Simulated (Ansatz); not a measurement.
Reaction (substitution at a C–C bond): `CCC(O)O` + `N[SiH](N)S` → `CN[SiH](N)S` + `CC(O)O`

Gas-phase electronic energies from Ansatz, PBE0-D4/def2-TZVP geometries. CCSD(T)/CBS is the MP2 limit (def2-TZVPP, def2-QZVPP) plus CCSD(T) − MP2 in def2-TZVPP, frozen cores. DFT in def2-TZVPP. One conformer a species, not always the lowest.

| level | ΔE (kcal/mol) |
| --- | --- |
| PBE | 8.6 |
| PBE0 | 9.0 |
| MP2/def2-QZVPP | 9.9 |
| MP2/CBS(def2) | 10.1 |

(1) What does CCSD(T)/CBS give? (Estimate.)

Largest T1 diagnostic among the species: 0.010.

Results:

(1) The calculation gave: +9.6 kcal/mol. The listed levels differ from it by -1.0, -0.6, 0.3, 0.5 kcal/mol.

In def2-TZVPP, CCSD(T) changes the Hartree–Fock value by +0.8 kcal/mol (the triples alone add +0.0 kcal/mol) and MP2 by +1.2 kcal/mol.
